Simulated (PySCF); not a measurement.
A geometry optimisation on `C[NH][GeH2][NH2]`.

Method: PBE0-D3(BJ)/def2-SVP geometry optimisation, gas phase (PySCF 2.14.0). Start geometry: GFN2-xTB. A driver script takes a list of jobs; this job's settings line and coordinates (Å) are shown.

Command:
```bash
OMP_NUM_THREADS=1 python probes_run.py task.json out
```

Input:
```
{"job": {"xc": "PBE0", "basis": "def2-SVP", "d3": "d3bj", "grid": 1, "shake": 0.01, "kind": "geom"}, "charge": 0, "multiplicity": 1}
C     -1.680530     0.084280    -0.496670
N     -0.886910    -0.303490     0.622030
Ge     0.859740    -0.653990     0.426530
N      1.802690     0.728240    -0.369350
H     -2.751800    -0.134490    -0.315430
H     -1.380700    -0.441430    -1.381140
H     -1.612820     1.176410    -0.728840
H     -1.146320     0.185550     1.463100
H      1.346230    -1.022540     1.840050
H      1.010320    -1.791550    -0.519440
H      2.699210     0.529560    -0.673400
H      1.780590     1.615180     0.123520
```

Output:
```
step   0  E = -2228.61846103  max force = 0.053678
step   1  E = -2228.62347747  max force = 0.014843
step   2  E = -2228.62398687  max force = 0.003807
step   3  E = -2228.62404596  max force = 0.001409
step   4  E = -2228.62408077  max force = 0.001589
step   5  E = -2228.62411324  max force = 0.001770
step   6  E = -2228.62413063  max force = 0.001019
step   7  E = -2228.62414147  max force = 0.000591
step   8  E = -2228.62415082  max force = 0.000683
step   9  E = -2228.62415764  max force = 0.000616
step  10  E = -2228.62416027  max force = 0.000368
optimisation converged
```

Energies in Eh; «max force» is the largest Cartesian gradient component in Eh/bohr.

Question: Give the first gradient maximum in eV/Å.

Answer: With 1 Eh/bohr = 51.422 eV/Å, 2.760 eV/Å.

Question: How much energy does the optimisation release, in kcal/mol?

Answer: E(step 0) − E(last step) = 0.005699 Eh, which is 3.6 kcal/mol.

Summary of the converged run: final energy -2228.62416 Eh after 10 steps; dipole 1.37 D.

Question: Where do the atoms end?

Answer: 0.104 Å rms from the input after alignment:
```
atom  x, y, z in Å
C1    -1.5843    0.0533   -0.6318
N2    -0.7958   -0.4134    0.4828
Ge3    0.9913   -0.7359    0.3200
N4     1.8433    0.6840   -0.4796
H5    -2.6603   -0.1044   -0.4456
H6    -1.3341   -0.5262   -1.5357
H7    -1.4384    1.1207   -0.8909
H8    -1.0867   -0.0318    1.3761
H9     1.4630   -1.0628    1.7559
H10    1.2229   -1.9123   -0.6466
H11    2.7075    0.4528   -0.9624
H12    2.0016    1.5009    0.1036
```

Question: Estimate the wall time. Hardware: Arm Neoverse N1, one thread, shared host with 64 logical CPUs at a one-minute load of 59. And the peak memory of the process?

Answer: About 91 s, with 0.47 GiB resident at the peak, the Python interpreter and its libraries included.
Labels such as C1 count atoms from 1, the log's own numbers from 0.
